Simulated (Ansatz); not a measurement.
Total energies of CH5B2NO, SMILES `BB(O)N=C`.

```json
{"atom": "B1", "x (Å)": "-0.4504", "y (Å)": "0.5291", "z (Å)": "-1.5466"}
{"atom": "B2", "x (Å)": "0.0094", "y (Å)": "0.6438", "z (Å)": "0.0778"}
{"atom": "O3", "x (Å)": "0.5885", "y (Å)": "1.7349", "z (Å)": "0.6824"}
{"atom": "N4", "x (Å)": "-0.2711", "y (Å)": "-0.4720", "z (Å)": "0.8826"}
{"atom": "C5", "x (Å)": "0.1038", "y (Å)": "-1.6013", "z (Å)": "1.2542"}
{"atom": "H6", "x (Å)": "-1.5890", "y (Å)": "0.5954", "z (Å)": "-1.9122"}
{"atom": "H7", "x (Å)": "0.3704", "y (Å)": "0.3435", "z (Å)": "-2.4034"}
{"atom": "H8", "x (Å)": "0.6962", "y (Å)": "2.4818", "z (Å)": "0.0926"}
{"atom": "H9", "x (Å)": "1.0637", "y (Å)": "-2.0445", "z (Å)": "0.9569"}
{"atom": "H10", "x (Å)": "-0.5214", "y (Å)": "-2.2107", "z (Å)": "1.9157"}
```

Total charge 0; spin multiplicity 1. Geometry: relaxed with PBE0-D4/def2-TZVP. It is one conformer, not always the lowest. Basis def2-TZVPP, Ansatz.

RPA on PBE orbitals: Hartree–Fock energy of these orbitals -219.51217 Eh, correlation -1.29622 Eh (frozen core).

```json
{"functional": "LDA (SPW92)", "energy without D4 (Eh)": "-218.94698", "D4 term (kJ/mol)": "–"}
{"functional": "PBE", "energy without D4 (Eh)": "-220.59820", "D4 term (kJ/mol)": "-15.8"}
{"functional": "revPBE", "energy without D4 (Eh)": "-220.81724", "D4 term (kJ/mol)": "-51.8"}
{"functional": "BLYP", "energy without D4 (Eh)": "-220.81782", "D4 term (kJ/mol)": "-35.0"}
{"functional": "r2SCAN", "energy without D4 (Eh)": "-220.75451", "D4 term (kJ/mol)": "-4.0"}
{"functional": "B97M-V", "energy without D4 (Eh)": "-220.87542", "D4 term (kJ/mol)": "–"}
{"functional": "PBE0", "energy without D4 (Eh)": "-220.61552", "D4 term (kJ/mol)": "-13.3"}
{"functional": "B3LYP", "energy without D4 (Eh)": "-220.90229", "D4 term (kJ/mol)": "-25.2"}
{"functional": "r2SCANh", "energy without D4 (Eh)": "-220.74329", "D4 term (kJ/mol)": "-4.2"}
{"functional": "r2SCAN0", "energy without D4 (Eh)": "-220.72759", "D4 term (kJ/mol)": "-4.7"}
{"functional": "HSE06 (plane-wave form)", "energy without D4 (Eh)": "-220.60340", "D4 term (kJ/mol)": "-12.3"}
{"functional": "BHLYP", "energy without D4 (Eh)": "-220.76985", "D4 term (kJ/mol)": "-18.0"}
{"functional": "CAM-B3LYP", "energy without D4 (Eh)": "-220.78124", "D4 term (kJ/mol)": "-13.3"}
{"functional": "LC-ωPBE", "energy without D4 (Eh)": "-220.72686", "D4 term (kJ/mol)": "–"}
{"functional": "ωB97X-V", "energy without D4 (Eh)": "-220.81607", "D4 term (kJ/mol)": "–"}
{"functional": "ωB97M-V", "energy without D4 (Eh)": "-220.79586", "D4 term (kJ/mol)": "–"}
{"functional": "B2PLYP", "energy without D4 (Eh)": "-220.70698", "D4 term (kJ/mol)": "–"}
{"functional": "PBE-QIDH", "energy without D4 (Eh)": "-220.57942", "D4 term (kJ/mol)": "–"}
```

B3LYP takes the VWN-RPA correlation (the form of Gaussian; ORCA's B3LYP/G). HSE06 is the plane-wave form, built on full-range PBE exchange. The double hybrids freeze the cores in their second-order part.

LC-ωPBE has ω = 0.4 bohr⁻¹.
